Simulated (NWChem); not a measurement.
System meant: HSe anion

Here is an NWChem input.

```
start job
memory heap 200 mb stack 900 mb global 1100 mb
charge -1
geometry units angstroms noautoz
  Se     0.000000     0.000000    -0.093294
  H      0.000000     0.000000     1.389878
end
basis spherical
  * library def2-svp
end
dft
  xc pbe0
  iterations 4
  mulliken
end
task dft energy
```

End of the output:

```
    Atom       Charge   Shell Charges
 -----------   ------   -------------------------------------------------------
    1 Se  34    34.89   2.00  2.00  1.96  1.07  0.79  5.99  5.81  2.08  3.16  7.83  2.03  0.17
    2 H    1     1.11   0.61  0.43  0.07

 center of mass
 --------------
 x =   0.00000000 y =   0.00000000 z =  -0.04473803

 moments of inertia (a.u.)
 ------------------
           7.817264350814           0.000000000000           0.000000000000
           0.000000000000           7.817264350814           0.000000000000
           0.000000000000           0.000000000000           0.000000000000

     Multipole analysis of the density
     ---------------------------------

     L   x y z        total         alpha         beta         nuclear
     -   - - -        -----         -----         ----         -------
     0   0 0 0     -1.000000    -18.000000    -18.000000     35.000000

     1   1 0 0     -0.000000     -0.000000     -0.000000      0.000000
     1   0 1 0     -0.000000     -0.000000     -0.000000      0.000000
     1   0 0 1      0.056584      0.028292      0.028292     -0.000000

     2   2 0 0    -18.028906     -9.014453     -9.014453      0.000000
     2   1 1 0     -0.000000     -0.000000     -0.000000      0.000000
     2   1 0 1     -0.000000     -0.000000     -0.000000      0.000000
     2   0 2 0    -18.028906     -9.014453     -9.014453      0.000000
     2   0 1 1     -0.000000     -0.000000     -0.000000      0.000000
     2   0 0 2    -15.757700    -11.694439    -11.694439      7.631178

 ------------------------------------------------------------------------
 dft energy failed                                                                                  0
 ------------------------------------------------------------------------
 ------------------------------------------------------------------------
  current input line :
    16: task dft energy
 ------------------------------------------------------------------------
 ------------------------------------------------------------------------
 This type of error is most commonly associated with calculations not reaching convergence criteria
 ------------------------------------------------------------------------
 For more information see the NWChem manual at https://nwchemgit.github.io

0:dft energy failed:Received an Error in Communication
```

**Question.** Can this run be used? If not, why, and what is the fix?

**Answer.** Convergence was not reached. Cause: the SCF was allowed too few iterations. This input runs:
```
start job
memory heap 200 mb stack 900 mb global 1100 mb
charge -1
geometry units angstroms noautoz
  Se     0.000000     0.000000    -0.093294
  H      0.000000     0.000000     1.389878
end
basis spherical
  * library def2-svp
end
dft
  xc pbe0
  iterations 150
  mulliken
end
task dft energy
```
It converges to -2401.59244 Ha (PBE0/def2-SVP).
